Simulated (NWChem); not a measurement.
SnH2OCl2; SMILES [Cl][SnH]([OH])[Cl]

```xyz
6

Sn    -0.3142     0.2946     0.0000
O     -1.9129    -0.8439     0.0000
Cl     0.9860    -0.2385     1.8685
Cl     0.9860    -0.2385    -1.8685
H     -0.8048     1.9164     0.0000
H     -1.7045    -1.7866     0.0000
```
Atoms are numbered in this order, from 1.

All runs: NWChem. Coordinates come from a PBE0/def2-SVP optimisation. def2 effective core potentials on Sn; no spin-orbit coupling. B3LYP is NWChem's, with the RPA form of VWN correlation. Vertical excitations in the gas phase; the lowest state need not have the same character in each row.

```json
[
 {"level": "PBE/def2-SVP, TDA", "lowest excitation, singlet (eV)": "4.72", "oscillator strength of that lowest state": "0.003", "lowest state with f > 0.02, singlet (eV)": "5.21", "orbital gap (eV)": "4.57"},
 {"level": "B3LYP/def2-SVP, TDA", "lowest excitation, singlet (eV)": "5.35", "oscillator strength of that lowest state": "0.001", "lowest state with f > 0.02, singlet (eV)": "5.76", "orbital gap (eV)": "6.51"},
 {"level": "Hartree-Fock/def2-SVP, CIS", "lowest excitation, singlet (eV)": "7.64", "oscillator strength of that lowest state": "0.007", "lowest state with f > 0.02, singlet (eV)": "7.88", "orbital gap (eV)": "14.48"}
]
```
